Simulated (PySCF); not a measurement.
Spin states and ions at one geometry of [Pb(CCH)]+

PySCF 2.14.0, RKS B3LYP, Pb def2-SVP with ECP60, C def2-SVP, H def2-SVP; non-relativistic Hamiltonian with scalar-relativistic core potentials where named; density fitting; no spin-orbit coupling; singlets restricted, open shells unrestricted. The geometry is relaxed for charge +1, singlet, vacuum:

```xyz
4

Pb    0.0000    0.0000   -0.1879
C     0.0000    0.0000    1.9875
C     0.0000    0.0000    3.2173
H     0.0000    0.0000    4.2985
```

Energies count from the relaxed state; an electron taken off or put on is at rest in vacuum. Charges and spins are Mulliken's.

Problem. Order these states by energy, lowest first.
A. charge +2, doublet, vacuum
B. charge +1, triplet, vacuum
C. charge 0, doublet, vacuum
D. charge +1, singlet, vacuum

Solution. C (-6.59 eV), D (0.00 eV), B (3.18 eV), A (15.46 eV).

Problem. How do charge and spin on the first atom follow?

Solution. 
| state | spin squared | charge on Pb1 (e) | spin on Pb1 (e) | dipole about the centre of mass (D) |
| --- | --- | --- | --- | --- |
| charge +1, singlet, vacuum | 0.00 | 1.06 | 0.00 | 1.06 |
| charge +1, triplet, vacuum | 2.00 | 0.74 | 0.75 | 5.65 |
| charge +2, doublet, vacuum | 0.75 | 1.47 | -0.02 | 8.58 |
| charge 0, doublet, vacuum | 0.75 | 0.27 | 0.95 | 0.93 |

With an electron taken off (doublet) the charges change, summed by element, by Pb +0.41 e, C +0.48 e, H +0.11 e. The vertical ionisation energy is 15.46 eV, against −ε(HOMO) = 12.98 eV of the relaxed state. The level lies 2.5 eV too high, as is usual for semilocal functionals and global hybrids, which keep a self-interaction error.

With an electron put on (doublet) the charges change, summed by element, by Pb -0.79 e, C -0.13 e, H -0.08 e. The vertical electron affinity is 6.59 eV, against −ε(LUMO) = 8.84 eV of the relaxed state.

Open shells may have lower solutions than those found.
